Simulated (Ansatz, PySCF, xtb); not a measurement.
Reaction R1 + R2 → P1 + P2, each structure at its B3LYP-D3(BJ)/def2-TZVP stationary point, reached from a drawn start (curvature not checked).
R1: SiCl4 (SMILES Cl[Si](Cl)(Cl)Cl), charge 0, multiplicity 1.
P1, Cl4Ti (SMILES [Cl][Ti]([Cl])([Cl])[Cl]) (charge 0, multiplicity 1):
```
atom    x (Å)    y (Å)    z (Å)
----  -------  -------  -------
Ti     0.0000   0.0000   0.0000
Cl     1.0207   1.9073   0.2421
Cl     0.5368  -0.8715  -1.9211
Cl     0.5951  -1.3497   1.6008
Cl    -2.1526   0.3139   0.0783
```
R2, Cl3FTi (SMILES [F][Ti]([Cl])([Cl])[Cl]) (charge 0, multiplicity 1):
| atom | x (Å) | y (Å) | z (Å) |
|---|---|---|---|
| Ti | -0.0130 | 0.0731 | -0.0400 |
| Cl | 2.1242 | -0.1968 | 0.2932 |
| Cl | -1.0535 | 0.1020 | 1.8752 |
| Cl | -0.7749 | -1.5639 | -1.2612 |
| F | -0.2827 | 1.5855 | -0.8673 |
P2: Cl3FSi (SMILES F[Si](Cl)(Cl)Cl), charge 0, multiplicity 1.

P less R. No zero-point or thermal terms; no spin–orbit coupling.

Frozen-core correlation throughout.

The values were computed with Ansatz (Gaussian basis) for Hartree–Fock, density functionals and correlated methods; PySCF for the D3/D4 terms; xtb for the GFN methods. No computed number here is a measurement.

| level | reaction energy (kJ/mol) |
|---|---|
| GFN1-xTB | -27.6 |
| HF/def2-TZVPP | -36.9 |
| HF/def2-QZVPP | -39.0 |
| PBE-D3(BJ)/def2-TZVPP | -21.4 |
| r2SCAN/def2-TZVPP | -30.2 |
| CAM-B3LYP/def2-TZVPP | -29.6 |
| CCSD(T)/def2-SVP | … |
| CCSD(T)/def2-TZVPP | … |
| CCSD(T)/def2-QZVPP | … |

Question: Fill in the missing entries.

Answer: 
- CCSD(T)/def2-SVP, reaction energy (kJ/mol): -24.0
- CCSD(T)/def2-TZVPP, reaction energy (kJ/mol): -38.0
- CCSD(T)/def2-QZVPP, reaction energy (kJ/mol): -39.2

Ansatz is a quantum-chemistry and plane-wave program.
